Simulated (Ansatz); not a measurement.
Saddle point of SiNH7ClF, closed shell (SiH₃Cl ([SiH3][Cl]) + NH₃ + HF → SiH₂ClF ([F][SiH2][Cl]) + NH₃ + H₂; bonds formed: Si1–F7, H2–H8, H6–N9; bonds broken: Si1–H2, H6–F7, H8–N9), PBE0-D4/def2-TZVP structure:

```
11
angstrom
Si -0.0417 1.4102 -0.6493
H -0.6489 -0.1217 -0.6313
H 0.9658 1.1489 -1.7074
H 0.0065 2.8337 -0.2215
Cl -1.9083 1.7210 -1.6883
H 0.7477 -0.9860 1.3948
F 0.7067 0.9385 0.7949
H -0.2841 -0.8730 0.0161
N 0.1925 -1.6427 0.8476
H -0.5202 -2.0804 1.4208
H 0.7840 -2.3485 0.4237
```

Energies are electronic, without zero-point energy. Barriers and step energies count from the start structure reached by relaxing down the imaginary mode; all methods use the PBE0-D4 structures, on which another method's saddle can fall below an end. Ansatz 0.2.0; basis: def2-TZVPP, with def2-QZVPP for the basis limit; cores frozen in the correlated methods. B3LYP uses VWN-RPA correlation. Extrapolation: Hartree–Fock as exp(−7.88 √X), correlation as X^−2.97.

```tsv
method	barrier (kcal/mol)	step energy (kcal/mol)
SPW92	10.17	-6.70
PBE-D4	16.17	-11.70
BLYP-D4	?	-15.22
r2SCAN-D4	16.12	-15.00
B97M-V	16.46	-17.03
PBE0-D4	?	-12.28
B3LYP-D4	20.30	-15.12
r2SCAN0-D4	18.51	-14.68
BHLYP-D4	?	-16.04
CAM-B3LYP-D4	21.03	-14.47
wB97X-V	21.71	-14.85
wB97M-V	21.18	-15.57
B2PLYP	22.04	-14.92
PBE-QIDH	21.09	-13.65
RPA on PBE	24.31	-15.75
HF	32.36	-18.47
MP2	22.56	-16.19
CCSD	25.12	-15.65
CCSD(T)	23.61	-15.44
```

(1) Fill in the withheld barriers. (To be estimated.)

No T1 diagnostic of these runs exceeds 0.011.

## Answers

(1) The calculation gives: PBE0-D4 18.63; BHLYP-D4 23.07; BLYP-D4 18.63 kcal/mol. Each is the energy of the saddle less that of the start structure, by the same method.

For comparison, the barrier by CCSD(T) at an estimated basis limit (MP2 extrapolated from triple and quadruple zeta, plus CCSD(T) − MP2 in triple zeta) is 22.26 kcal/mol.

Labels in which every atom is bracketed show which atoms are joined, not bond orders.

For scale, one of the runs: CCSD(T)/def2-TZVPP, 244 basis functions, launched by `ansatz run in.yaml --threads 4 --pin off --events-out ev --progress --plain --max-ram 9574MiB`. Time: 2.2 min of wall clock on 4 CPU threads of an Arm Neoverse V2; the host was shared. Peak host memory: 4.8 GiB.
